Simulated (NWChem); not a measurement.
# HSF$_{2}$ cation; SMILES F[SH+]F

All runs: NWChem. Geometry: optimised at PBE0/def2-SVP. Vertical excitations in the gas phase.

Estimate the computed values for PBE0/def2-SVP, TDA. Quantities: lowest excitation, singlet (eV); oscillator strength of that lowest state; lowest state with f > 0.02, singlet (eV); oscillator strength of that bright state; lowest triplet (eV); orbital gap (eV).


```json
{
 "lowest excitation, singlet (eV)": "6.84",
 "oscillator_strength_of_that_lowest_state": "0.018",
 "lowest state with f > 0.02, singlet (eV)": "7.50",
 "oscillator_strength_of_that_bright_state": "0.042",
 "lowest triplet (eV)": "5.49",
 "orbital gap (eV)": "8.66"
}
```
